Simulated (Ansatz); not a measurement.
[Te4]2- (Te4²⁻). The state is a singlet with charge -2. Geometry relaxed at B3LYP-D4/def2-SVPD.

```xyz
4

Te   -1.589   -1.462    2.567
Te   -0.724    0.816    1.202
Te    1.480    0.403   -0.529
Te    0.832    0.242   -3.241
```

In the def2 sets Te takes a core potential; there is no spin–orbit coupling. A multiply charged anion in the gas phase is held together partly by the finite basis.

**Question.** Estimate the harmonic wavenumbers at RKS B3LYP-D4/def2-SVPD (Ansatz, unscaled). Is this a minimum?

**Answer.** 25, 43, 54, 143, 168, 174 cm⁻¹. Yes, no mode is imaginary beyond noise. Zero-point energy 3.6 kJ/mol. Hardware: 4 threads of Arm Neoverse V1 on a shared host. Wall time 87 s, peak host memory 0.59 GiB.
